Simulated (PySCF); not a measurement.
**Correlation energy of S⁺ (sulfur, charge +1)**

Starting occupation: [Ne] 3s1 3p3 4s1, 3s1/2 with m_j = +1/2, 3p3/2 with m_j = -1/2, +1/2, +3/2, 4s1/2 with m_j = +1/2. All numbers are calculated (PySCF 2.14, X2C-1e with screened-nucleus spin-orbit coupling, Gaussian nucleus, in x2c-SVPall-2c with one added diffuse shell each of s, p type (5s5p1d, 25 functions)). Frozen: [Ne]; 5 electrons correlated.

MP2 pair energies summed by pair of shells (mhartree):

```csv
pair,energy,share (%)
3p-3p,-17.71,67.3
3p-4s,-6.97,26.5
3p-3s,-1.57,6.0
3s-4s,-0.05,0.2
```

Total MP2 correlation energy: -26.31 mhartree.

The GHF reference relaxed away from the jj start to a determinant that is no pure jj level (⟨S²⟩ = 8.75, ⟨J²⟩ = 8.75); the energies belong to that determinant.
